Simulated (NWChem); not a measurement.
# AsF3, triplet; SMILES of the neutral closed-shell parent F[As](F)F

```xyz
4

F      1.7635     0.0000    -0.4814
As     0.0000     0.0000    -0.1631
F     -1.7635     0.0000    -0.4814
F      0.0000     0.0000     1.5610
```
Atoms are numbered in this order, from 1.

All runs: NWChem. Spin-unrestricted. In the optimisation the excess spin sits in a1 and b2 (C2v, its own frame). The geometry was optimised at PBE0/def2-SVP, spin-unrestricted. The spin multiplicity was typed, not searched, and may not be the lowest. No stability test was run on the SCF state.

For level LC-wPBE (HJS exchange hole, range parameter 0.4 per bohr)/def2-TZVP:

- highest occupied level (eV): -9.99
- lowest empty minus highest occupied level, either spin (eV): 6.73

Q: What are these values for level B3PW91/def2-TZVP?

A: 
- highest occupied level (eV) = -6.87
- lowest empty minus highest occupied level, either spin (eV) = 0.92
